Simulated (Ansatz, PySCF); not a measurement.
Ways to break one bond of CCCO:

A. CCCO -> [CH3] (CH3) + [CH2]CO
B. CCCO → [CH2]CC + [OH] (HO)
C. CCCO → [CH2]C + [CH2]O

Quantity: bond dissociation energy (enthalpy at 298 K, with B3LYP-D3(BJ) rigid-rotor harmonic-oscillator terms from PySCF), kcal/mol. Geometries: B3LYP-D3(BJ)/def2-TZVP minima from Ansatz (a quantum-chemistry and plane-wave program), one conformer each, not searched for the lowest. Valence correlation only, unless marked. UHF or UKS for open shells. Spin-orbit coupling is left out. No relativistic terms. CBS marks a two-point X^-3 extrapolation of the correlation energy; Hartree-Fock from the larger set. [CCSD(T)-MP2]/basis is that difference in the basis named.

```csv
,BHLYP-D4/def2-TZVPD (Ansatz + dftd4),LC-wPBE-D3(BJ)/def2-TZVPD (Ansatz + dftd3),MP2/STO-3G (Ansatz),"RI-MP2/CBS(cc-pVTZ,cc-pVQZ)+[CCSD(T)-MP2]/cc-pVTZ (Ansatz)"
A,82.8,87.4,106.2,90.7
B,84.0,92.0,81.3,95.4
C,78.3,81.6,95.3,86.7
```
